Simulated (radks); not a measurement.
Numerical settings for the barium ion Ba37+, [Ar] 3d1. All-electron calculation, scalar-relativistic Kohn-Sham, PBE, spin-unpolarised, spherical densities, finite nucleus; Fermi nuclear charge, rms radius 4.8378 fm. Program: a radial shooting solver on a logarithmic mesh with Libxc functionals. The defaults (mesh step 0.008 in ln r, mesh end at 40 bohr or more with all orbitals vanishing there, Anderson mixing 0.5 over 9 steps, residual threshold near 1e-9 with the energy settled to 1e-9 hartree or 1e-11 of itself, here a cap of 65 iterations) give E = -7054.1973 hartree and 3d at -2486.6 eV in 14 iterations. Run on one thread of a shared host, so times are rough (Arm Neoverse N1): 0.09 s of CPU time, 0.09 s wall, 14 iterations on 2189 mesh points. Changes against that run (0 stands for a change within the tolerance of the run):

| setting | iterations | converged | E (mhartree) | e(3d) (meV) | CPU (s) |
|---|---|---|---|---|---|
| mesh step in ln r 0.03 | 13 | yes | +0.00205 | 0 | 0.04 |
| mesh step in ln r 0.12 | 4 | no | diverged | - | 0.01 |
| mesh step in ln r 0.005 | 15 | yes | 0 | 0 | 0.14 |
| mesh end (bohr) 3 | 14 | yes | 0 | 0 | 0.09 |
| mesh end (bohr) 12 | 14 | yes | 0 | 0 | 0.09 |
| residual threshold 1e-16 | 65 | no | 0 | 0 | 0.23 |
| residual threshold 0.1 | 9 | yes | 0 | -0.129 | 0.07 |
| mixing 1.5 | 14 | yes | 0 | 0 | 0.09 |
| linear mixing, mixing 0.05 | 65 | no | -36.4 | -2.4e+04 | 0.4 |
| linear mixing, mixing 0.2 | 65 | no | 0 | -0.195 | 0.36 |
| mixing history 20 | 24 | yes | 0 | 0 | 0.14 |
| iteration cap 3 | 3 | no | +27.3 | -5.44e+03 | 0.02 |

No run marked as converged misses the energy by more than 1 mhartree. A mesh that ends early acts as a hard wall.
